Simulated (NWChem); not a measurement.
CH4BClS; SMILES CB(S)Cl

```xyz
8

B      0.3389    -0.0154    -0.0745
Cl    -0.5640     1.4855    -0.4008
C      1.9061     0.0270    -0.0383
H      2.2918     0.3993    -0.9968
H      2.3773    -0.9388     0.1689
H      2.2427     0.7442     0.7221
S     -0.6836    -1.4832     0.1899
H      0.3224    -2.3609     0.3942
```
Atoms are numbered in this order, from 1.

All runs use the structure optimised with B3LYP/6-31G* (spherical d).

 Unshifted, non-relativistic core excitations; the lowest 4 roots alone, so stronger bands may lie above.

### Question
List the first S K-edge excitations from BHandHLYP/6-311G** (spherical d), restricted-window TDA (NWChem).

### Answer
```csv
state,energy (eV),dipole oscillator strength,leading excitation (squared amplitude)
S1,2446.1,0.0059,1s of atom 7 or its equivalents → LUMO+1 (0.78)
S2,2446.5,0.0024,1s of atom 7 or its equivalents → LUMO (0.96)
S3,2448.3,0.0015,1s of atom 7 or its equivalents → LUMO+2 (0.59)
S4,2450.8,0.0002,1s of atom 7 or its equivalents → LUMO+3 (0.50)
```
